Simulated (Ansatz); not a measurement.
C$_{2}$H$_{7}$BFGa (`FBC[CH2][GaH2]`), relaxed with RKS PBE0-D4/def2-TZVP in Ansatz from a GFN2-xTB geometry. The force threshold is 0.005 eV/Å; the program also tests the step.

The species carries charge 0 and has multiplicity 1.

Start:

```xyz
12

F     0.968   -0.691    2.702
B     0.578   -0.627    1.451
C     0.156    0.740    0.802
C    -0.852    0.599   -0.356
Ga   -0.053   -0.595   -1.803
H     0.591   -1.642    0.835
H     1.081    1.180    0.399
H    -0.208    1.458    1.543
H    -1.109    1.596   -0.738
H    -1.789    0.161    0.012
H    -0.859   -1.626   -2.705
H     1.497   -0.554   -2.143
```

Problem. By how much does the energy fall, and how many steps does the optimiser take? (An estimate is asked.)

Solution. Computed: 9.55 kJ/mol, in 25 steps, 1 of them rejected.

Problem. Which bonds change most? (Estimate.)

Solution. Computed: C4–Ga5 from 2.040 to 1.989 Å; B2–H6 from 1.187 to 1.224 Å; B2–C3 from 1.571 to 1.549 Å; Ga5–H11 from 1.589 to 1.572 Å.

Problem. Give the relaxed structure. (Estimate.)

Solution. The calculation gave: 
```xyz
12

F     0.820   -0.970    2.536
B     0.574   -0.625    1.288
C     0.106    0.781    0.836
C    -0.808    0.676   -0.394
Ga   -0.038   -0.675   -1.634
H     0.756   -1.507    0.459
H     1.042    1.289    0.545
H    -0.312    1.381    1.651
H    -0.908    1.643   -0.896
H    -1.814    0.368   -0.098
H    -0.853   -1.918   -2.144
H     1.434   -0.442   -2.148
```
